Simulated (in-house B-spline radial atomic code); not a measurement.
**Sb33+: [He] 2s2 (2p1/2)1 (2p3/2)4 3s2 3p6 3d1 (with a hole in an inner shell)**

Computed with an all-electron radial atomic-structure program (B-spline basis): Dirac-Hartree-Fock, average of the jj configuration, Fermi nucleus of rms radius 4.6802 fm.

Screening seen three ways: the hydrogenic charge with the same mean radius, Z_r = [3n² - l(l+1)]/(2<r>), the one with the same energy, Z_e = n√(-2ε), and Slater's rules. Values are occupation-weighted means over j. An effective charge above Z reflects the relativistic contraction of the inner shells.

| shell | electrons | ε (eV) | <r> (bohr) | Z_r | Z_e | Slater |
| --- | --- | --- | --- | --- | --- | --- |
| 1s | 2 | -32573 | 0.02839 | 52.83 | 48.93 | 50.70 |
| 2s | 2 | -6515.3 | 0.1201 | 49.97 | 43.77 | 47.20 |
| 2p | 5 | -6029.7 | 0.1055 | 47.38 | 42.10 | 47.20 |
| 3s | 2 | -2396.6 | 0.299 | 45.15 | 39.82 | 40.60 |
| 3p | 6 | -2235 | 0.2912 | 42.92 | 38.45 | 40.60 |
| 3d | 1 | -2057.7 | 0.2577 | 40.75 | 36.89 | 34.00 |

The least bound orbital is 3d5/2 at -2054 eV, while the most diffuse is 3s1/2 (<r> = 0.299 bohr against 0.2585 bohr): energy order and size order differ. The part-filled 2p shell lies below the filled 3p shell in orbital energy.

For the 1s electron the small component carries 3.52 % of the norm, the zero-frequency Breit interaction raises the level by 68.94 eV, self-energy by 41.08 eV, and vacuum polarisation lowers it by 5.494 eV.
